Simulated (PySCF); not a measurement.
# A small calculation by hand: chemical shift, span and skew from a shielding tensor

GeH₂FBr, SMILES [GeH2]([F])[Br]. Atoms are numbered in the order given.

```xyz
5

Ge     0.3676     0.9018     0.0000
F     -1.1503     1.7549     0.0000
Br    -0.1023    -1.3479     0.0000
H      1.0848     1.2617     1.3033
H      1.0848     1.2617    -1.3033
```

Geometry optimised at TPSSh-D3(BJ)/def2-SVP.

GIAO shieldings from B3LYP/pcSseg-2 (PySCF), non-relativistic, no solvent. The symmetric part of the tensor of F2 has the principal values 296.8, 346.2, 431.1 ppm. The same nucleus in CFCl3 has σ = 159.6 ppm at this level (PySCF, at its B3LYP-D3(BJ)/def2-TZVP geometry). Without spin–orbit terms, shifts of atoms bonded to Cl or Br come out too high.

### Question
Work out the isotropic shielding, the ¹⁹F shift against CFCl3, the span and the skew.

### Answer

σ(iso) = (σ11 + σ22 + σ33)/3 = 358.0 ppm. δ = σ(ref) − σ(iso) = 159.6 − (358.0) = -198.4 ppm.
Span Ω = σ33 − σ11 = 134.3 ppm. Skew κ = 3(σ(iso) − σ22)/Ω = 0.26. Tumbling in solution averages the tensor to δ; in a static solid the shielding alone would spread this spin-1/2 line over Ω.
